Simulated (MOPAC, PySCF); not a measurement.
Isomers of H2B2O. Gas-phase values, no solvent. One relaxed conformer stands for each flexible species; it need not be the lowest. Strings in code marks are SMILES.

Quantity: electronic energy of isomers of H2B2O relative to `BB=O` (H–B–B–O torsion 29°), in kJ/mol. Semi-empirical values (MOPAC) are differences of heats of formation.

Level 1: PBE-D3(BJ)/def2-TZVP // B3LYP-D3(BJ)/def2-TZVP (PySCF)
Level 2: B3LYP/6-31G* // B3LYP-D3(BJ)/def2-TZVP (PySCF)
Level 3: HF/6-31G* // B3LYP-D3(BJ)/def2-TZVP (PySCF)
Level 4: PM7 // B3LYP-D3(BJ)/def2-TZVP (MOPAC)

```json
[
 {"species": "`B1BO1`", "level 1": "21.54", "level 2": "34.59", "level 3": "46.1", "level 4": "7.11"},
 {"species": "`[H]/B=B/O` (B–B–O–H torsion 180°)", "level 1": "338.9", "level 2": "320.0", "level 3": "326.2", "level 4": "183.0"}
]
```
